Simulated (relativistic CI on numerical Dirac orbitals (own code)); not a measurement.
## Line list: Electric-dipole lines, Sm³⁴⁺

These numbers are calculated, not measured: Dirac-Coulomb-Breit CI, KLI orbitals optimised for each configuration, model QED (radiative potential, 1s self-energy scaled to tabulated hydrogen-like ionisation energies), unscaled Slater integrals (own radial code, finite nucleus).

CI space (outside the closed core [Ne]): 3s²3p⁶3d¹⁰, 3s²3p⁶3d⁹4s, 3s²3p⁶3d⁹4p, 3s²3p⁶3d⁹4d, 3s²3p⁵3d¹⁰4s, 3s²3p⁶3d⁹4f, 3s²3p⁵3d¹⁰4p, 3s²3p⁶3d⁸4s², 3s²3p⁶3d⁸4s4p, 3s²3p⁵3d¹⁰4d, 3s²3p⁶3d⁹5s, 3s3p⁶3d¹⁰4s, 3s²3p⁶3d⁸4p², 3s²3p⁶3d⁹5p, 3s²3p⁶3d⁸4s4d, 3s²3p⁵3d¹⁰4f. Levels of other configurations are missing.

```tsv
λ vac (nm)	Lower	Upper	A (s⁻¹)	gf	Branching (%)
0.83111	3s²3p⁶3d¹⁰ ¹S0 [1]	3s²3p⁵3d¹⁰4d ¹P°1 [74]	3.38e+13	1.05e+00	96.1
0.93304	3s²3p⁶3d¹⁰ ¹S0 [1]	3s²3p⁶3d⁹4f ¹P°1 [57]	1.70e+14	6.66e+00	99.9
0.96104	3s²3p⁶3d¹⁰ ¹S0 [1]	3s²3p⁶3d⁹4f ³D°1 [49]	2.16e+13	8.99e-01	99.2
2.8842	3s²3p⁶3d⁹4s ³D2 [5]	3s²3p⁵3d¹⁰4s ³P°1 [65]	2.32e+12	8.68e-01	59.2
3.7608	3s²3p⁶3d⁹4s ¹D2 [3]	3s²3p⁵3d¹⁰4s ¹P°1 [37]	1.17e+12	7.46e-01	11.3
3.7655	3s²3p⁶3d⁹4d ³G5 [23]	3s²3p⁵3d¹⁰4d ³F°4 [72]	1.00e+12	1.92e+00	68.6
3.7701	3s²3p⁶3d⁹4p ³F°3 [7]	3s²3p⁵3d¹⁰4p ³D2 [59]	1.10e+12	1.17e+00	83.3
3.7704	3s²3p⁶3d⁹4p ³F°4 [10]	3s²3p⁵3d¹⁰4p ³D3 [61]	1.00e+12	1.50e+00	72.5
3.7723	3s²3p⁶3d⁹4s ³D3 [2]	3s²3p⁵3d¹⁰4s ³P°2 [36]	1.12e+12	1.20e+00	85.8
8.0753	3s²3p⁶3d⁹4p ³P°2 [6]	3s²3p⁶3d⁹4d ³F3 [21]	1.27e+11	8.70e-01	39.0
8.1316	3s²3p⁶3d⁹4p ³F°3 [7]	3s²3p⁶3d⁹4d ³F3 [21]	1.69e+11	1.17e+00	51.8
8.1709	3s²3p⁶3d⁹4p ³P°2 [6]	3s²3p⁶3d⁹4d ³D2 [20]	2.35e+11	1.18e+00	75.1
8.2503	3s²3p⁶3d⁹4p ³F°2 [8]	3s²3p⁶3d⁹4d ³G3 [29]	2.87e+11	2.05e+00	91.0
8.2805	3s²3p⁶3d⁹4p ³F°3 [7]	3s²3p⁶3d⁹4d ³G4 [19]	2.92e+11	2.70e+00	93.0
8.4599	3s²3p⁶3d⁹4p ³P°2 [6]	3s²3p⁶3d⁹4d ³S1 [18]	2.50e+11	8.04e-01	92.4
9.9283	3s²3p⁶3d⁹4d ³G4 [19]	3s²3p⁶3d⁹4f ³H°5 [41]	1.63e+11	2.65e+00	95.4
10.427	3s²3p⁶3d⁹4d ³F4 [26]	3s²3p⁶3d⁹4f ³G°5 [47]	1.27e+11	2.27e+00	82.1
10.429	3s²3p⁶3d⁹4p ³D°2 [17]	3s²3p⁶3d⁹4d ³F3 [34]	1.39e+11	1.59e+00	75.4
10.449	3s²3p⁶3d⁹4d ³G4 [32]	3s²3p⁶3d⁹4f ³H°5 [53]	1.49e+11	2.69e+00	99.7
10.460	3s²3p⁶3d⁹4p ³D°3 [13]	3s²3p⁶3d⁹4d ³F4 [26]	1.30e+11	1.92e+00	70.1
10.487	3s²3p⁶3d⁹4p ³F°3 [16]	3s²3p⁶3d⁹4d ³G4 [32]	1.77e+11	2.63e+00	99.7
10.495	3s²3p⁶3d⁹4d ³G5 [23]	3s²3p⁶3d⁹4f ³H°6 [42]	1.47e+11	3.15e+00	100.0
10.497	3s²3p⁶3d⁹4p ³F°4 [10]	3s²3p⁶3d⁹4d ³G5 [23]	1.75e+11	3.19e+00	100.0
10.938	3s²3p⁶3d⁹4s ³D3 [2]	3s²3p⁶3d⁹4p ³D°3 [13]	7.58e+10	9.52e-01	59.2
11.076	3s²3p⁶3d⁹4s ¹D2 [3]	3s²3p⁶3d⁹4p ³D°3 [13]	5.22e+10	6.72e-01	40.7
11.223	3s²3p⁶3d⁹4s ¹D2 [3]	3s²3p⁶3d⁹4p ¹P°1 [12]	1.12e+11	6.36e-01	2.2
11.302	3s²3p⁶3d⁹4s ¹D2 [3]	3s²3p⁶3d⁹4p ¹D°2 [11]	9.82e+10	9.40e-01	83.5
11.314	3s²3p⁶3d⁹4s ³D2 [5]	3s²3p⁶3d⁹4p ³F°3 [16]	1.18e+11	1.59e+00	99.6
11.335	3s²3p⁶3d⁹4s ³D3 [2]	3s²3p⁶3d⁹4p ³F°4 [10]	1.17e+11	2.04e+00	100.0
17.879	3s²3p⁶3d⁹4s ³D3 [2]	3s²3p⁶3d⁹4p ³P°2 [6]	2.40e+10	5.74e-01	84.6
```

Terms are leading LS components. Brackets give the number of a level in order of energy, since labels repeat. The list gives strong lines, with weight on those to low levels, without lines whose two gauges differ by over a factor of 2.5, among the lowest 200 of 455 levels, so that lines to higher ones, which can be the strongest, are missing. Levels whose partners in the same complex of configurations lie outside the list can be far off, and so can their lines. Rates are taken at the computed energies, electric ones in the length gauge.

At this charge energies of transitions that change n are usually good to better than 1 %, and those within a shell (Δn = 0) to a few per cent.

LS names give the leading component of a level, which can be under half, so a name can repeat, a term be missing and a line seem to break the LS rules.
